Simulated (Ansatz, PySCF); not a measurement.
This Ansatz (a program for electronic structure) input computes a BLYP/def2-TZVPD energy:

Ansatz 0.2 input:
```yaml
crystal:
  periodic: [false, false, false]
  atoms:
    - {symbol: Bi, position_ang: [-0.79143711, 0.00000000, -0.00000000]}
    - {symbol: Br, position_ang: [0.93841828, 0.00000000, 2.12710333]}
    - {symbol: Br, position_ang: [0.93841828, 0.00000000, -2.12710333]}
basis:
  gaussian:
    orbitals: def2-TZVPD
hamiltonian:
  xc: {name: BLYP}
total_charge: -1
output: {forces: true}
```

Task: Write an input for the same energy in PySCF and say what it gives.

Result: 
```python
from pyscf import gto, scf, dft

mol = gto.M(
    atom='''
    Bi   -0.79143711    0.00000000   -0.00000000
    Br    0.93841828    0.00000000    2.12710333
    Br    0.93841828    0.00000000   -2.12710333
    ''',
    basis='def2-tzvpd',
    ecp='def2-tzvp',
    charge=-1,
    spin=0,
    verbose=4,
)

mf = dft.RKS(mol, xc='blyp').density_fit(auxbasis='def2-universal-jkfit')
mf.grids.level = 3
mf.conv_tol = 1e-9
mf.max_cycle = 100
mf.max_memory = 1500
mf.kernel()
if not mf.converged:
    mf = mf.newton()
    mf.kernel(mf.make_rdm1())
mf.analyze()
```
It gives -5363.13481 Eh, and Ansatz -5363.13473 Eh, a difference of 0.08 mEh, from the treatment of integrals and grids.
